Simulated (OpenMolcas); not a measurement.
**Mn⁵⁺: the spin-orbit constant, Racah parameters, worked from levels**

```
Program             : OpenMolcas
Basis               : ANO-L-VTZP [6s5p3d2f1g]
Scalar Hamiltonian  : non-relativistic, point nucleus
Active space        : 2 electrons in 5 orbitals (3d)
State averaging     : 2S+1 = 3 even, 10 roots; 2S+1 = 1 even, 15 roots
Spin-orbit coupling : state interaction with AMFI integrals over the reference wave functions, term energies averaged over their components
```

Methods: CASSCF; SS-CASPT2, IPEA 0.25 Eh, imaginary shift 0.1 Eh (closed shells correlated: 3s 3p). Measured levels: Corliss and Sugar, J. Phys. Chem. Ref. Data 6, 1253 (1977).

**The spin-orbit constant.** For the Hund term 3F of d2, E(J) = (A/2) J(J+1) + constant and ζ = 2S·A = 2A. From J = 2 to J = 4 the energy changes by 7 A.

| Source | E(4) - E(2) | A | ζ |
| --- | --- | --- | --- |
| CASSCF | 1786.8 | 255.3 | 511 |
| SS-CASPT2 | 1792.9 | 256.1 | 512 |
| measured | 1669.0 | 238.4 | 477 |

All in cm-1. SS-CASPT2 is off by +7.4 % and CASSCF by +7.1 %. Both methods take the spin-orbit matrix elements from the reference wave functions, so the second can move ζ only through the term energies and any multistate remixing. Second-order mixing with other terms is absorbed into this ζ.

**Racah parameters.** Above 3F, d2 has 3P at 15B, 1G at 12B + 2C and 1D at 5B + 2C. The first two fix B and C, and the third tests them; where it misses by thousands of cm-1, two parameters do not describe the configuration (Trees and configuration-interaction terms are left out) and B and C hang on the terms chosen. Term energies are centres of gravity, weighted by 2J + 1.

```json
{"Source": "CASSCF", "3P": "21590", "1G": "27953", "B": "1439", "C": "5340", "C/B": "3.71", "1D from B, C": "17875", "1D found": "17909"}
{"Source": "SS-CASPT2", "3P": "18310", "1G": "25544", "B": "1221", "C": "5448", "C/B": "4.46", "1D from B, C": "17001", "1D found": "14484"}
{"Source": "measured", "3P": "17380", "1G": "24547", "B": "1159", "C": "5322", "C/B": "4.59", "1D from B, C": "16439", "1D found": "14372"}
```

Energies in cm-1. From CASSCF to SS-CASPT2, B changes by -15.1 % and C by +2.0 %. Against the measured terms, SS-CASPT2 has B off by +5.3 % and C by +2.4 %.

Term energies are means over components that CASPT2 splits; among the terms shown or strongly mixed into the levels shown the widest spread is 820 cm-1 (3d2 3F, SS-CASPT2). Without dynamic correlation excited terms often stand tens of per cent too high (terms of higher spin than the ground term too low), and those without a measured partner can miss by more than the paired ones (holds for CASSCF). Computed and measured levels are paired by configuration, term and J; levels that our copy of the source lacks, or whose pairing is in doubt (as where it misses far off the trend of its configuration), stay unpaired and out of the deviations. Only configurations of the active space appear.
